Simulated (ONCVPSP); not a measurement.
**Plane-wave convergence, ONCV potential for As**

- Element: arsenic (As)
- Generator: ONCVPSP 4.0.1
- Type: optimised norm-conserving Vanderbilt (ONCV)
- Functional: PBE
- Relativity: scalar-relativistic
- Frozen core: [Ne]
- Valence charge: 23
- Reference configuration: 3s2 3p6 3d10 4s1.5 4p3.5
- Partial waves: 3s+4s: rc 0.95 bohr, ncon 4, nbas 9, qcut 14.9 1/bohr, 2 projectors; 3p+4p: rc 1.15 bohr, ncon 4, nbas 9, qcut 11.1 1/bohr, 2 projectors; 3d: rc 0.85 bohr, ncon 4, nbas 9, qcut 16.1 1/bohr, 2 projectors, debl 1.3 Ha; f scattering state at 0.32 Ha: rc 1.00 bohr, ncon 4, nbas 9, qcut 11.3 1/bohr, 2 projectors, debl 1.7 Ha
- Local potential: polynomial inside 0.85 bohr (lpopt 5, dvloc0 4 Ha)
- Core correction: Teter function, fcfact 2.5, rcfact 1.55

In the d channel the program set the typed energies aside and used -1.525, 0.250 Ha.

For each optimised wave give the share of its norm inside rc, the residual kinetic energy above qcut (Ha) and the cutoffs (Ha) for errors of 10, 1, 0.1 and 0.01 mHa per electron.

| wave | norm inside rc | residual KE | 10 mHa | 1 mHa | 0.1 mHa | 0.01 mHa |
| --- | --- | --- | --- | --- | --- | --- |
| 3s | 0.930 | 1.7e-07 | 57.7 | 73.7 | 86.3 | 96.3 |
| 4s | 0.052 | 1.8e-07 | 45.8 | 66.6 | 82.6 | 94.5 |
| 3p | 0.967 | 2.6e-05 | 42.6 | 51.0 | 57.6 | 101.4 |
| 4p | 0.048 | 8.5e-06 | 33.6 | 45.0 | 53.8 | 61.6 |
| 3d | 0.751 | 2.1e-04 | 103.5 | 119.0 | 197.1 | 435.1 |
| d projector 2 | 0.017 | 1.2e-05 | 74.2 | 98.5 | 116.6 | 132.0 |
| f projector 1 | 0.000 | 4.1e-08 | 1.0 | 2.8 | 8.9 | 24.5 |
| f projector 2 | 0.013 | 1.8e-05 | 17.6 | 36.7 | 53.7 | 67.8 |

The occupied waves need 119 Ha and 197 Ha for 1 and 0.1 mHa. Rows with under 1 % of the norm inside rc give no meaningful cutoff.
